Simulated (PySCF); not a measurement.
```xyz
3
charge -1 multiplicity 1, angstrom
In    0.0000    0.0000    0.0000
O     0.0000    0.0000    1.8694
O     0.0000    0.0000   -1.8694
```

Method: PBE0/[In x2c-TZVPall, O x2c-TZVPall], spin-free X2C, density fitting, no spin–orbit coupling, PySCF.

This geometry of [InO2]- is a stationary point at this level.

(1) What is the point group?

(2) Is it a minimum?

(3) Which band is strongest in the infrared?

(4) Give the atomic charges and bond orders.

(5) Give the ideal-gas entropy at 298.15 K and 1 bar by parts.

## Answers

(1) D∞h.

(2) Yes: all harmonic wavenumbers are real.

(3) 795 cm⁻¹ (σu+), 164 km/mol.

(4) 
| atom | Mulliken | Löwdin | polar tensor | Mayer order to In1 |
| --- | --- | --- | --- | --- |
| In1 | 0.47 | 0.18 | 0.66 | – |
| O2,3 | -0.74 | -0.59 | -0.83 | 1.75 |

(5) translation 171.1, rotation 62.6, vibration 22.7, spin 0.0; total 256.4 J/(mol K).

Only a few start shapes were tried, so a lower isomer may exist. The lowest empty level of this anion is unbound, so it and the gap depend on the basis. The basis has no diffuse functions, which an anion would want.
